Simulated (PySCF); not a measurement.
**In⁺ (indium, charge +1): UHF calculation**

Configuration: [Kr] 4d10 5s2, closed-shell 1S. All numbers are calculated (PySCF 2.14, scalar relativity through the core potential, in def2-SVP with the def2 core potential (28 electrons)).

* Total energy: -189.015290 hartree
* One-electron energy: -329.2856 hartree
* Hartree (Coulomb) energy: 155.9140 hartree
* Exchange energy: -15.6437 hartree
* ⟨S²⟩: 0.0000
* ⟨L²⟩: 0.000
* Sum of ⟨r⟩: 24.30 bohr
* Sum of ⟨r²⟩: 39.02 bohr²
* Time after the integrals: 0.04 s of wall time on 1 thread of Neoverse-V2 (shared host)

```csv
shell,electrons,mean orbital energy (hartree),"rms radius, mean of both spins (bohr)"
4s,2,-5.64421,0.912
4p,6,-3.89660,0.996
4d,10,-1.28076,1.27
5s,2,-0.63470,2.77
```

Energies and moments cover only the electrons outside the core potential.
